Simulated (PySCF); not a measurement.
GeH₄NO (calculated)

Computed with PySCF 2.14.0. Calculation on a computer-drawn molecule: the log of a Hartree-Fock and frozen-core CCSD(T) single point meant for a local Hartree-Fock minimum, with one planted fault or none, to be diagnosed. Offsets are logged minus clean, where the clean run is the same molecule without the fault. The reference is restricted for singlets and unrestricted otherwise, and also for a bond in bohr or an excited solution. Adding or removing an electron swaps singlet and doublet. The excited solution moves the top pair (singlet) or top alpha electron (doublet) to the lowest empty orbital. Highest occupied and lowest empty are orbital energies over both spins, largest force is the largest gradient component, triples share is (T) over the correlation energy, the T1 limit is 0.02 restricted and 0.045 unrestricted, electrons count all cores, a negative frequency is imaginary (commonest isotopes), and the dipole is about the centre of nuclear charge; on germanium a core potential holds 10 electrons, which the energies leave out, and 3d is frozen in MP2 and coupled-cluster steps.

```yaml
- formula: GeH4NO
  logged_structure:
    atoms_angstrom:
      - ["N", 0.536, 0.243, -1.6389]
      - [Ge, 0.7866, 2.0162, -0.8212]
      - [O, -0.4571, 1.7772, 0.5684]
      - [H, 0.2216, 0.2948, -2.5921]
      - [H, 1.386, -0.2924, -1.6438]
      - [H, -0.2198, 2.7405, -1.8863]
      - [H, -1.093, 1.1369, 0.2921]
  given:
    meant_charge: -1
    meant_multiplicity: 1
    meant_basis: aug-cc-pVDZ
    meant_basis_and_core_potential_on_germanium: "aug-cc-pVDZ-PP ECP10MDF"
    logged_electrons: 52
    logged_basis_functions: 114
    logged_SCF_converged: "yes"
    logged_spin_squared: 0.0
    "logged_highest_occupied [eV]": 0.52264
    "logged_lowest_empty [eV]": -0.59756
    "logged_largest_force [hartree/bohr]": 0.10855
    logged_CC_converged: "no"
    "logged_dipole_magnitude [debye]": 8.6613
    logged_SCF_stable_within_its_kind: "no"
    "logged_energy_HF [hartree]": -424.74707
    possible_faults: "no fault, one electron removed, one electron added, multiplicity raised by two, geometry at a saddle point, SCF held on an excited solution, minimal basis STO-3G, one bond length entered in bohr, all coordinates scaled"
    drawn_bonds_atom: [1, 2, 1, 1, 2, 3]
    drawn_bonds_other_atom: [2, 3, 4, 5, 6, 7]
    drawn_bonds_order: [1, 1, 1, 1, 1, 1]
  results:
    planted_fault: "SCF held on an excited solution"
    "HF_energy_offset_from_clean_run [kcal/mol]": 199.5
  notes: ["CCSD not converged", "highest electron not bound in this basis"]
```
